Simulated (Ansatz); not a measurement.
Molecule: sum formula Si$_{2}$H$_{4}$F$_{2}$, charge 0, multiplicity 1. 
Structure (B3LYP-D3(BJ)/def2-TZVP (Ansatz, an electronic-structure program) minimum search):
```
Si
F 1 1.6139
H 1 1.4806 2 108.03
H 1 1.4806 3 109.32 2 117.33
Si 1 2.3571 3 111.84 4 124.42
F 5 1.6139 1 107.61 3 -61.50
H 5 1.4806 6 108.03 1 120.92
H 5 1.4806 7 109.32 6 -117.33
```
Charge 0, spin multiplicity 1.

Total electronic energies in hartree. Cores are frozen in the correlated levels unless marked. No spin-orbit coupling. Non-relativistic. CBS marks a two-point X^-3 extrapolation of the correlation energy; Hartree-Fock from the larger set.

```json
[
 {"level": "RI-HF/aug-cc-pV(T+d)Z", "program": "Ansatz", "energy (Eh)": "-779.30802"},
 {"level": "PBE0/def2-TZVP", "program": "Ansatz", "energy (Eh)": "-780.85584"},
 {"level": "BHLYP-D3(BJ)/def2-TZVPD", "program": "Ansatz + dftd3", "energy (Eh)": "___"},
 {"level": "wB97M-V/def2-TZVPD", "program": "Ansatz", "energy (Eh)": "___"},
 {"level": "B2GP-PLYP-D4/def2-TZVPD", "program": "Ansatz + dftd4", "energy (Eh)": "___"},
 {"level": "B2PLYP-D4/def2-TZVPD", "program": "Ansatz + dftd4", "energy (Eh)": "-780.95351"},
 {"level": "MP2/cc-pV(T+d)Z", "program": "Ansatz", "energy (Eh)": "-780.04735"},
 {"level": "MP2/aug-cc-pV(Q+d)Z", "program": "Ansatz", "energy (Eh)": "-780.15209"},
 {"level": "SCS-MP2/6-31G", "program": "Ansatz", "energy (Eh)": "-779.32544"},
 {"level": "SCS-MP2/aug-cc-pV(D+d)Z", "program": "Ansatz", "energy (Eh)": "-779.83145"},
 {"level": "SCS-MP2/cc-pwCVTZ", "program": "Ansatz", "energy (Eh)": "-780.06745"},
 {"level": "CCSD/CBS(aug-cc-pV(T+d)Z,aug-cc-pV(Q+d)Z)", "program": "Ansatz", "energy (Eh)": "-780.2153"},
 {"level": "CCSD(T)/cc-pV(T+d)Z", "program": "Ansatz", "energy (Eh)": "-780.10413"},
 {"level": "CCSD(T)/cc-pwCVTZ", "program": "Ansatz", "energy (Eh)": "-780.12295"},
 {"level": "CCSD(T)/CBS(aug-cc-pV(T+d)Z,aug-cc-pV(Q+d)Z)", "program": "Ansatz", "energy (Eh)": "-780.2445"}
]
```

Problem. Fill in the missing entries.

Solution. 
- BHLYP-D3(BJ)/def2-TZVPD, energy (Eh): -781.23892
- wB97M-V/def2-TZVPD, energy (Eh): -781.19706
- B2GP-PLYP-D4/def2-TZVPD, energy (Eh): -780.83863
